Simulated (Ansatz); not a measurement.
## Ligand exchange: Si(CH3)4 + SbH2Cl → Si(CH3)3Cl + SbH2(CH3)

Gas-phase species: Si(CH3)4, singlet; SbH2Cl `[Cl][SbH2]`, singlet; Si(CH3)3Cl, singlet; SbH2(CH3), singlet. The partners trade CH3 for Cl: Si–CH3 and Sb–Cl bonds give way to Si–Cl and Sb–CH3.

Shapes, held fixed at every level: PBE0-D4/def2-TZVP. Programs: Ansatz 0.2.0. Electronic energies: no zero-point or thermal term.

```csv
level,kind,ΔE (kJ/mol),less CCSD(T)/def2-TZVPP
SPW92/def2-TZVPP,LDA,-30.5,+6.7
PBE-D4/def2-TZVPP,GGA,-26.2,+11.0
r2SCAN-D4/def2-TZVPP,meta-GGA,-29.3,+7.9
wB97M-V/def2-TZVPP,range-separated hybrid,-30.1,+7.1
B2PLYP/def2-TZVPP,double hybrid,-30.7,+6.5
MP2/def2-SVP,perturbation theory,-39.0,-1.8
CCSD(T)/def2-SVP,coupled cluster or CI,-34.1,+3.1
CCSD(T)/def2-TZVPP,coupled cluster or CI,-37.2,0.0
```

The highest level, CCSD(T)/def2-TZVPP, gives ΔE = -37.2 kJ/mol; the levels span -39.0 to -26.2. The column of differences is taken from that level and isn't an error. No measured value is set beside it here. For atoms past krypton def2 sets carry core potentials with scalar relativity. Outer-core shells of Sb are correlated, in sets that cover them unevenly.
